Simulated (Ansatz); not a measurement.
An input meant for In2As²⁺ (charge 2, doublet; with a point charge).

```yaml
crystal:
  periodic: [false, false, false]
  atoms:
    - {symbol: In, position_ang: [1.907211, -0.993232, 0.141832]}
    - {symbol: In, position_ang: [-1.605382, 1.279316, 0.658946]}
    - {symbol: As, position_ang: [-0.301829, -0.286084, -0.800769]}
basis:
  gaussian: {orbitals: def2-TZVP, point_charges: [{charge: 0.50, position_ang: [6.414, 0.594, -0.962]}]}
total_charge: 2
magnetization: {spin_polarized: true, initial_magnetization: 1}
hamiltonian: {xc: {name: wB97}}
smearing: {width: 0.1}
output: {forces: true}
```

```sh
$ ansatz run in.yaml --threads 4 --pin off --events-out ev --progress --plain --max-ram 3916MiB
```

(1) Predict how Ansatz answers.

Answers

(1) The program refused the input. The input holds a key that doesn't belong there.
```
Error: YAML parse error: error: line 12 column 1: unknown field `smearing`, expected one of crystal, accuracy, basis, kpoints, hamiltonian, magnetization, projection, total_charge, correlation, batch, efield, external_charges, scf, relax, neb, saddle, md, ramp, phonons, dielectric, real_time, elastic, magnetic_configurations, gw, evaluate, workflow, output, checkpoint, execution
  --> <input>:12:1
   |
10 | magnetization: {spin_polarized: true, initial_magnetization: 1}
11 | hamiltonian: {xc: {name: wB97}}
12 | smearing: {width: 0.1}
   | ^ unknown field `smearing`, expected one of crystal, accuracy, basis, kpoints, hamiltonian, magnetization, projection, total_charge, correlation, batch, efield, external_charges, scf, relax, neb, saddle, md, ramp, phonons, dielectric, real_time, elastic, magnetic_configurations, gw, evaluate, workflow, output, checkpoint, execution
13 | output: {forces: true}
   |
```
